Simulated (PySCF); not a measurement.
Predicted microwave data (PBE0/pcSseg-1 in PySCF (dipole) on a GFN2-xTB geometry, gas phase) for one isomer of C7H9NOSi:

```
Rotational constants : A = 3871, B = 366.0, C = 336.8 MHz
Dipole components    : |μa| = 1.26 D, |μb| = 0.76 D, |μc| = 0.35 D
Inertial defect      : -11.16 u·Å²
κ                    : -0.98
```

Question: Which structure is it? (One computed conformer of each.)
A. `[CH2:1]=[CH:2][C:3]1=[C:4]([Si@@H:5]([C:6]#[N:7])[O:8][CH3:9])[CH2:10]1` with C1–C2–C3–C4 -178°, C3–C4–Si5–C6 -116°, C4–Si5–O8–C9 -175°
B. `[CH2:1]=[CH:2][Si@H:3]1[CH:4]=[CH:5][C:6]([NH:7][CH:8]=[O:9])=[CH:10]1` with C1–C2–Si3–C4 121°, C5–C6–N7–C8 -3°, C6–N7–C8–O9 0°
C. `[CH3:1]/[C:2]([CH:3]=[O:4])=[CH:5]\[CH:6]=[CH:7]/[SiH2:8][C:9]#[N:10]` with C1–C2–C3–O4 0°, C2–C5–C6–C7 -176°, C6–C7–Si8–C9 175°

Answer: C. It is C/C(C=O)=C\C=C/[SiH2]C#N, a near-prolate asymmetric top, point group C1. The candidates at the same level (rigid rotor, commonest isotopes):

| SMILES | A (MHz) | B (MHz) | C (MHz) | μa (D) | μb (D) | μc (D) | Δ (u·Å²) | point group | rotor |
| --- | --- | --- | --- | --- | --- | --- | --- | --- | --- |
| C/C(C=O)=C\C=C/[SiH2]C#N | 3871 | 366.0 | 336.8 | 1.26 | 0.76 | 0.35 | -11.16 | C1 | near-prolate asymmetric top |
| C=C[Si@H]1C=CC(NC=O)=C1 | 3721 | 529.7 | 493.8 | 1.45 | 3.00 | 0.07 | -66.31 | C1 | near-prolate asymmetric top |
| C=CC1=C([Si@@H](C#N)OC)C1 | 1715 | 620.8 | 507.6 | 1.88 | 3.10 | 1.44 | -113.17 | C1 | asymmetric top |

`C=C[Si@H]1C=CC(NC=O)=C1` has C 47 % too high; `C=CC1=C([Si@@H](C#N)OC)C1` has B 70 % too high. No structure here is proved a minimum.
